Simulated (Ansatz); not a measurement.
`[OH][Al]([SiH3])[SnH3]` + HCl → `[OH][Al]([SiH3])[Cl]` + `[SnH4]`  (cleavage of the Al–Sn bond)

Computed with Ansatz on PBE0-D4/def2-TZVP structures; ΔE is electronic, products minus reactants. CCSD(T)/CBS is the MP2 limit (def2-TZVPP, def2-QZVPP) plus CCSD(T) − MP2 in def2-TZVPP, frozen cores. This one scheme is used for every species. def2 core potentials past Kr. For Sn outer-core shells are correlated without core-valence functions, which leaves a few kJ/mol of doubt a bond. One conformer a species, not always the lowest.

```
                 species  HF/def2-TZVPP energy (Eh)
`[OH][Al]([SiH3])[SnH3]`                 -823.23392
                     HCl                 -460.09908
  `[OH][Al]([SiH3])[Cl]`                -1067.74527
                `[SnH4]`                 -215.64433
```

(1) Work out ΔE.

Largest T1 diagnostic among the species: 0.014.

## Answers

(1) ΔE = (-1067.74527) + (-215.64433) − (-823.23392) − (-460.09908) = -0.05660 Eh = -1.54 eV. CCSD(T)/CBS gives -1.27 eV.

From PBE to PBE0 (25 % exact exchange), in def2-TZVPP and without D4, ΔE moves by −0.07 eV. In def2-TZVPP, CCSD(T) changes the Hartree–Fock value by +0.22 eV (the triples alone add +0.02 eV) and MP2 by +0.18 eV.
